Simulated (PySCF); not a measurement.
A GIAO shielding run with PySCF 2.14.0 with density-fitted response routines (density fitting, non-relativistic, gas phase) on SMILES C[C@@H]1C[C@@H](C(F)(F)F)N[SiH2]1, C5H10F3NSi:

```
$ OMP_NUM_THREADS=1 python probes_run.py task.json out

{"job": {"kind": "nmr", "xc": "PBE0", "basis": "pcSseg-1"}, "charge": 0, "multiplicity": 1}
C     -2.383106     0.568292    -0.472367
C     -0.974606     0.395443     0.079687
C      0.042136     0.162773    -1.043925
C      1.250519    -0.588272    -0.480758
C      2.234329     0.364128     0.209650
F      3.297135    -0.306414     0.694353
F      1.707335     1.022692     1.249290
F      2.724970     1.292686    -0.627057
N      0.747958    -1.564748     0.441207
Si    -0.709350    -1.097042     1.240197
H     -2.425343     1.401624    -1.173202
H     -3.083350     0.765783     0.335667
H     -2.708052    -0.330704    -0.991242
H     -0.710800     1.314507     0.608918
H     -0.412062    -0.475869    -1.803173
H      0.352896     1.092747    -1.523145
H      1.831717    -1.065302    -1.283484
H      1.447090    -2.173618     0.832117
H     -0.569241    -0.686929     2.637445
H     -1.665323    -2.189583     1.066787
```

Hardware: 1 thread of an Arm Neoverse V1, shared host. The job also computes population analyses, field gradients, ring-centre shieldings.

**Question.** How large is the calculation?

**Answer.** 88 electrons, 227 basis functions and 1195 auxiliary functions.

**Question.** How long does it take, and how much memory does it need?

**Answer.** 51 s of wall time, with 14 SCF cycles and 4 response iterations; peak memory 1.1 GiB. Times on a shared host scatter by some tens of per cent.
